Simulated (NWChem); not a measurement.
The numbers come from NWChem runs, not from measurements. System: C2H4ClNSi, charge 0, spin multiplicity 1, at a geometry optimised with B3LYP/def2-SVP. The structure started from a generated list of species. Level: RHF/def2-TZVP.

Job file:

```
start mol
memory heap 200 mb stack 800 mb global 1000 mb
geometry units angstroms nocenter noautoz noautosym
  N      2.812424    -0.433482    -0.366223
  C      1.930481     0.312519    -0.267830
  C      0.798927     1.221460    -0.161710
  Si    -0.888489     0.421474    -0.546524
  Cl    -1.326755    -1.003550     0.892899
  H      0.760152     1.652288     0.853306
  H      0.934992     2.063502    -0.864046
  H     -1.912297     1.497069    -0.494080
  H     -0.852583    -0.222651    -1.882310
end
basis spherical
  * library def2-tzvp
end
scf
  rhf
  nopen 0
  maxiter 100
  thresh 1e-7
  semidirect memsize 60000000 filesize 0
end
task scf energy
```

Output (cleaned and shortened):

```
             Northwest Computational Chemistry Package (NWChem) 7.3.0
             --------------------------------------------------------

                                NWChem Input Module
                                -------------------

 Scaling coordinates for geometry "geometry" by  1.889725989
 (inverse scale =  0.529177249)

                             Geometry "geometry" -> ""
                             -------------------------

 Output coordinates in angstroms (scale by  1.889725989 to convert to a.u.)

  No.       Tag          Charge          X              Y              Z
 ---- ---------------- ---------- -------------- -------------- --------------
    1 N                    7.0000     2.81242400    -0.43348200    -0.36622300
    2 C                    6.0000     1.93048100     0.31251900    -0.26783000
    3 C                    6.0000     0.79892700     1.22146000    -0.16171000
    4 Si                  14.0000    -0.88848900     0.42147400    -0.54652400
    5 Cl                  17.0000    -1.32675500    -1.00355000     0.89289900
    6 H                    1.0000     0.76015200     1.65228800     0.85330600
    7 H                    1.0000     0.93499200     2.06350200    -0.86404600
    8 H                    1.0000    -1.91229700     1.49706900    -0.49408000
    9 H                    1.0000    -0.85258300    -0.22265100    -1.88231000

 Effective nuclear repulsion energy (a.u.)     244.7135656715

            Nuclear Dipole moment (a.u.)
            ----------------------------
        X                 Y               Z
 ---------------- ---------------- ----------------
    -0.0000018897    -0.0000113384     0.0000302356


 Summary of "ao basis" -> "" (spherical)
 ------------------------------------------------------------------------------
       Tag                 Description            Shells   Functions and Types
 ---------------- ------------------------------  ------  ---------------------
 *                         def2-tzvp                  on all atoms

 Summary of "ao basis" -> "ao basis" (spherical)
 ------------------------------------------------------------------------------
       Tag                 Description            Shells   Functions and Types
 ---------------- ------------------------------  ------  ---------------------
 N                         def2-tzvp                11       31   5s3p2d1f
 C                         def2-tzvp                11       31   5s3p2d1f
 Si                        def2-tzvp                13       37   5s5p2d1f
 Cl                        def2-tzvp                13       37   5s5p2d1f
 H                         def2-tzvp                 4        6   3s1p

                                 NWChem SCF Module
                                 -----------------

  ao basis        = "ao basis"
  functions       =   191
  atoms           =     9
  closed shells   =    27
  open shells     =     0
  charge          =   0.00
  wavefunction    = RHF
  use symmetry    = F
  symmetry adapt  = F

 Summary of "ao basis" -> "ao basis" (spherical)
 ------------------------------------------------------------------------------
       Tag                 Description            Shells   Functions and Types
 ---------------- ------------------------------  ------  ---------------------
 N                         def2-tzvp                11       31   5s3p2d1f
 C                         def2-tzvp                11       31   5s3p2d1f
 Si                        def2-tzvp                13       37   5s5p2d1f
[...]
    7   -8.0371
    8   -8.0361
    9   -8.0361
   10   -6.1896
   11   -4.2965
   12   -4.2957
   13   -4.2956
   14   -1.2224
   15   -1.1110
   16   -1.0399
   17   -0.7452
   18   -0.6960
   19   -0.6419
   20   -0.5705
   21   -0.5550
   22   -0.5396
   23   -0.5383
   24   -0.4827
   25   -0.4676
   26   -0.4636
   27   -0.4404
   28    0.1029
   29    0.1141
   30    0.1365
   31    0.1523
   32    0.1679
   33    0.1742
   34    0.1939
   35    0.2077
   36    0.2375
   37    0.2529

                       ROHF Final Molecular Orbital Analysis
                       -------------------------------------

 Vector   25  Occ=2.000000D+00  E=-4.676205D-01
              MO Center= -5.6D-01, -3.6D-01,  1.5D-01, r^2= 4.8D+00
   Bfn.  Coefficient  Atom+Function         Bfn.  Coefficient  Atom+Function
  ----- ------------  ---------------      ----- ------------  ---------------
   146      0.274413  5 Cl py               147      0.234845  5 Cl pz
   145     -0.191100  5 Cl px               149      0.181963  5 Cl py
   150      0.156167  5 Cl pz

 Vector   26  Occ=2.000000D+00  E=-4.636309D-01
              MO Center=  1.5D+00, -7.5D-02, -1.5D-01, r^2= 4.2D+00
   Bfn.  Coefficient  Atom+Function         Bfn.  Coefficient  Atom+Function
  ----- ------------  ---------------      ----- ------------  ---------------
     8      0.260947  1 N  pz                11      0.236490  1 N  pz
    39      0.223081  2 C  pz                42      0.207629  2 C  pz
   146      0.173704  5 Cl py

 Vector   27  Occ=2.000000D+00  E=-4.404095D-01
              MO Center=  1.2D+00,  1.3D-01, -2.0D-01, r^2= 4.2D+00
   Bfn.  Coefficient  Atom+Function         Bfn.  Coefficient  Atom+Function
  ----- ------------  ---------------      ----- ------------  ---------------
     7      0.187323  1 N  py                10      0.166890  1 N  py
   145     -0.167651  5 Cl px                 6      0.152193  1 N  px
    71     -0.150320  3 C  px

 Vector   28  Occ=0.000000D+00  E= 1.029258D-01
              MO Center= -5.6D-01,  1.0D+00, -7.4D-01, r^2= 7.4D+00
   Bfn.  Coefficient  Atom+Function         Bfn.  Coefficient  Atom+Function
  ----- ------------  ---------------      ----- ------------  ---------------
    67      4.550985  3 C  s                 98     -1.422316  4 Si s
   111     -1.429081  4 Si px               176     -1.351512  7 H  s
    36     -1.199400  2 C  s                170     -1.112956  6 H  s
   112     -1.013930  4 Si py                 5      0.694832  1 N  s
    66     -0.465404  3 C  s                 74     -0.439202  3 C  px

 Vector   29  Occ=0.000000D+00  E= 1.140737D-01
              MO Center= -6.1D-01,  6.4D-01, -1.8D-01, r^2= 6.7D+00
   Bfn.  Coefficient  Atom+Function         Bfn.  Coefficient  Atom+Function
  ----- ------------  ---------------      ----- ------------  ---------------
    67      1.637887  3 C  s                113     -1.467154  4 Si pz
   170     -1.177401  6 H  s                  5      0.959249  1 N  s
    36     -0.857272  2 C  s                 76      0.810128  3 C  pz
   135      0.726541  5 Cl s                188     -0.701383  9 H  s
   111     -0.525613  4 Si px               112      0.481826  4 Si py

 Vector   30  Occ=0.000000D+00  E= 1.365158D-01
              MO Center= -4.6D-01,  7.8D-01, -8.0D-01, r^2= 8.1D+00
   Bfn.  Coefficient  Atom+Function         Bfn.  Coefficient  Atom+Function
  ----- ------------  ---------------      ----- ------------  ---------------
   176     -1.878393  7 H  s                 98      1.866932  4 Si s
   111      1.364010  4 Si px                 5      1.235219  1 N  s
    36     -1.232276  2 C  s                 75      1.032922  3 C  py
    74      0.858865  3 C  px               170     -0.768678  6 H  s
   112      0.527654  4 Si py                44      0.518609  2 C  py

------------------------------------------------------------
EAF file 0: "./mol.aoints.0" size=524288 bytes
------------------------------------------------------------
               write      read    awrite     aread      wait
               -----      ----    ------     -----      ----
     calls:        1        24         0         0         0
   data(b): 5.24e+05  1.26e+07  0.00e+00  0.00e+00
   time(s): 0.00e+00  0.00e+00  0.00e+00  0.00e+00  0.00e+00
rate(mb/s): 0.00e+00  0.00e+00
------------------------------------------------------------

 center of mass
 --------------
 x =  -0.00350892 y =  -0.10682598 z =   0.05841351

 moments of inertia (a.u.)
 ------------------
         412.106850579221        -137.367632431896         169.995365336301
        -137.367632431896        1061.155271272260         140.864775620307
         169.995365336301         140.864775620307        1155.498743368109

  Mulliken analysis of the total density
  --------------------------------------

    Atom       Charge   Shell Charges
 -----------   ------   -------------------------------------------------------
    1 N    7     7.18   0.82  1.15  0.59  0.88  0.26  1.36  1.44  0.61  0.01  0.04  0.00
    2 C    6     6.13   0.86  1.12  0.52  0.64  0.08  1.22  1.20  0.36  0.03  0.09  0.02
    3 C    6     6.23   0.85  1.12  0.46  0.64  0.00  1.25  1.45  0.37  0.02  0.05  0.00
    4 Si  14    13.44   2.00  0.58  1.39  0.81  0.33  4.12  1.73  0.51  1.28  0.20  0.17  0.25  0.05
    5 Cl  17    17.30   2.01  0.45  1.52  1.08  0.87  4.18  1.69  1.07  2.90  1.50  0.01  0.03  0.00
    6 H    1     0.84   0.26  0.47  0.08  0.02
    7 H    1     0.84   0.26  0.48  0.08  0.02
    8 H    1     1.03   0.24  0.56  0.22  0.01
    9 H    1     1.02   0.24  0.56  0.21  0.01

       Multipole analysis of the density wrt the origin
       ------------------------------------------------

     L   x y z        total         open         nuclear
     -   - - -        -----         ----         -------
     0   0 0 0     -0.000000      0.000000     54.000000

     1   1 0 0     -1.138666      0.000000     -0.000002
     1   0 1 0      1.400351      0.000000     -0.000011
     1   0 0 1     -0.230929      0.000000      0.000030

     2   2 0 0    -42.690804      0.000000    458.419973
     2   1 1 0      2.788487      0.000000     67.299065
     2   1 0 1      1.983639      0.000000    -78.698666
     2   0 2 0    -31.644956      0.000000    141.913762
     2   0 1 1     -0.457353      0.000000    -70.448970
     2   0 0 2    -32.603823      0.000000     87.574107

 Task  times  cpu:      139.3s     wall:      139.3s

 Total times  cpu:      139.4s     wall:      139.4s
```
